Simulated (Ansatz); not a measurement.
SiB3. Charge 0, multiplicity 2. Geometry r2SCAN-D4/def2-TZVP.

Cartesian coordinates in Å:
```
B -0.802 -1.117 0.277
B 0.738 1.018 -0.560
B -0.176 -0.211 -0.852
Si 0.240 0.309 1.134
```

LC-ωPBE has ω = 0.4 bohr⁻¹. At PBE-D4/def2-TZVP, r2SCAN-D4/def2-TZVP, PBE0-D4/def2-TZVP, BHLYP-D4/def2-TZVP and others the charge 0 doublet is spin-contaminated (final ⟨S²⟩ up to 1.52, 0.75 for a pure state). The geometry of the doublet was relaxed on an unsound state (⟨S²⟩ 1.30, where a pure state has 0.75). Another isomer (doublet) lies 0.59 eV lower at PBE0-D4/def2-TZVP; other spin states weren't run for this one.

**Question.** Estimate the α-spin orbital energies around the gap (eV) in Ansatz with PBE-D4/def2-TZVP, r2SCAN-D4/def2-TZVP, PBE0-D4/def2-TZVP, BHLYP-D4/def2-TZVP, LC-ωPBE/def2-TZVP.

**Answer.** 
| orbital | PBE-D4/def2-TZVP | r2SCAN-D4/def2-TZVP | PBE0-D4/def2-TZVP | BHLYP-D4/def2-TZVP | LC-ωPBE/def2-TZVP |
| --- | --- | --- | --- | --- | --- |
| HOMO−9 | -95.05 | -97.23 | -100.54 | -106.06 | -101.12 |
| HOMO−8 | -94.98 | -97.21 | -100.54 | -105.99 | -101.08 |
| HOMO−7 | -94.88 | -97.06 | -100.38 | -105.87 | -100.90 |
| HOMO−6 | -16.14 | -16.91 | -18.27 | -20.15 | -21.89 |
| HOMO−5 | -11.36 | -11.81 | -12.95 | -14.40 | -16.04 |
| HOMO−4 | -10.11 | -10.62 | -11.68 | -12.99 | -14.87 |
| HOMO−3 | -7.24 | -7.37 | -8.05 | -8.92 | -10.68 |
| HOMO−2 | -6.73 | -7.06 | -7.86 | -8.55 | -10.39 |
| HOMO−1 | -6.69 | -6.87 | -7.73 | -8.53 | -10.29 |
| HOMO | -5.96 | -6.24 | -6.96 | -7.82 | -9.45 |
| LUMO | -4.21 | -3.19 | -2.80 | -1.79 | -0.33 |
| LUMO+1 | -3.46 | -3.15 | -2.47 | -1.35 | -0.29 |
| LUMO+2 | -2.83 | -2.71 | -2.03 | -1.01 | 0.07 |
| LUMO+3 | -1.53 | -1.29 | -0.69 | 0.27 | 1.43 |
| LUMO+4 | 0.56 | 0.93 | 1.30 | 2.16 | 3.28 |
| LUMO+5 | 0.86 | 1.50 | 1.72 | 2.29 | 3.41 |
| β HOMO | -6.28 | -6.49 | -7.26 | -8.09 | -9.85 |
| β LUMO | -4.99 | -4.78 | -4.26 | -3.41 | -2.13 |
